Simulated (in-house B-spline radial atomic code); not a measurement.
A fraction x of an electron is moved 2p → 3p in the sulfur ion S³⁺, starting from [Ne] 3s2 3p1 and keeping the highest spin. Computed with a radial B-spline atomic code at the basis-set limit: non-relativistic LDA PW92, spin-polarised, spherical fractional occupations, point nucleus.

| x | E(x) - E(0) (eV) | 2p down level (eV) | 3p up level (eV) |
| --- | --- | --- | --- |
| 0 | 0.0000 | -198.079 | -41.027 |
| 0.125 | 19.7707 | -200.896 | -41.619 |
| 0.25 | 39.8192 | -203.704 | -42.206 |
| 0.375 | ? | ? | ? |
| 0.5 | 80.7474 | -209.289 | -43.366 |
| 0.625 | ? | ? | ? |
| 0.75 | 122.7781 | -214.829 | -44.511 |
| 0.875 | 144.2045 | -217.581 | -45.078 |
| 1 | 165.9033 | -220.319 | -45.643 |

Problem. What belongs in the row x = 0.375?

Solution. An energy change of 60.1451 eV; 2p down at -206.502 eV, 3p up at -42.788 eV.

Problem. What belongs in the row x = 0.625?

Solution. An energy change of 101.6254 eV; 2p down at -212.065 eV, 3p up at -43.940 eV.

Problem. Check Janak's theorem between x = 0.125 and 0.25.

Solution. The slope of the energy is 160.39 eV; the orbital levels give 160.39 eV (ε of the receiving orbital less ε of the emptying one, averaged over the two points).
